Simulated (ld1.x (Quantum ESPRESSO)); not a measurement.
# What the settings do to the TM potential of aluminium (Al)

Base potential:

ld1.x (Quantum ESPRESSO) 7.5 input, shortened:

```
&input
   title='Al', zed=13., rel=1, dft='PBESOL', iswitch=3,
   config='[Ne] 3s1 3p2 3d-2'
 /
 &inputp
   pseudotype=2, tm=.true., lloc=0,
   nlcc=.false.
 /
3
3P  2  1   2.00   0.00  2.90  2.90  0.0
3D  3  2  -2.00  -0.10  2.40  2.40  0.0
3S  1  0   1.00   0.00  1.80  1.80  0.0
 &test
   configts(1)='3s1 3p2'
 /
```

Cutoffs, loose and tight: the cutoffs (Ry, on a coarse ladder) from which the occupation-weighted sum of valence levels, in a spherical-Bessel basis at the reference potential, stays within 10 and 1 mRy of its value at 400 Ry. They do not see the model core or the augmentation charge, which bear on the density cutoff. Test errors are all-electron minus pseudo excitation energies from the reference, over the configurations 3s2 3p1; 3s2 3p0; 3s1 3p0; 3s2 3p1.3; 3s2 3p0.5; 3s0 3p3; 3s1 3p1. A dash means not determined; rows that change the core or the reference have their own tests.

| change | outcome | cutoff, loose | cutoff, tight | bound ghosts | largest test error (meV) |
| --- | --- | --- | --- | --- | --- |
| base | generated | 8 Ry | 25 Ry | none | +5.5 |
| local potential the p channel | generated | 8 Ry | 25 Ry | none | -6.6 |
| all radii scaled by about 1.13 (s 2.04, p 3.28, d 2.72 bohr) | generated | 8 Ry | 25 Ry | none | -7.3 |
| wave 3p (bound): rc 2.90 bohr becomes 3p (bound): rc 4.18 bohr | generated | 8 Ry | 25 Ry | none | +5.4 |
| wave 3d channel at -0.1 Ry: rc 2.40 bohr becomes 3d channel at 2.56 Ry: rc 2.40 bohr | generated | 8 Ry | 25 Ry | none | +5.5 |
| wave 3s (bound): rc 1.80 bohr becomes 3s (bound): rc 1.96 bohr | generated | 8 Ry | 25 Ry | none | +5.5 |
| core correction a·sin(br)/r model core inside 2.20 bohr | generated | 8 Ry | 25 Ry | none | -8.3 |

(1) What comes out with this change to the base: functional LDA (PZ)?

Results:

(1) outcome: generated; cutoff, loose: 10 Ry; cutoff, tight: 25 Ry; bound ghosts: none; largest test error (meV): +47.
